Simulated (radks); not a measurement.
The numbers below are computed, except where a source is named.
Ionisation of Mn+, [Ar] 3d5 4s1, to Mn2+, [Ar] 3d5, under several functionals. Scalar-relativistic Kohn-Sham, spin-unpolarised, spherical densities, point nucleus; a radial shooting solver on a logarithmic mesh with Libxc functionals.

functional,E(Mn+) (hartree),Exc (hartree),IE (eV),-e(HOMO) (eV),<r> HOMO (bohr),IE error (eV)
B86b exchange with PBE correlation,-1158.26914,-52.03110,15.624,11.918,2.802,-0.016
HCTH/407,-1158.64831,-52.49414,15.558,11.768,2.853,-0.082
"LDA (Slater exchange, Perdew-Zunger correlation)",-1155.82011,-49.52959,15.877,12.171,2.782,+0.237
AM05,-1155.98574,-49.70268,15.472,11.823,2.802,-0.168
PBEsol,-1156.85490,-50.58648,15.512,11.878,2.797,-0.128
revPBE,-1158.12575,-51.88688,15.442,11.754,2.819,-0.198
XLYP,-1158.52360,-52.28387,15.827,11.975,2.809,+0.187
"LDA (Slater exchange, VWN5 correlation)",-1155.83346,-49.54372,15.869,12.163,2.782,+0.229

NIST Atomic Spectra Database: 15.640 eV (measured). Closest: B86b exchange with PBE correlation. The Delta-SCF values span 0.44 eV, the total energies 2.83 hartree. The highest occupied level is 4s. Spin polarisation and multiplet splitting are left out, so open shells lie too high by an amount that depends on their filling.

Beside tabulated values, note that spin-unpolarised runs miss the spin-polarisation part of the exchange energy of open shells.
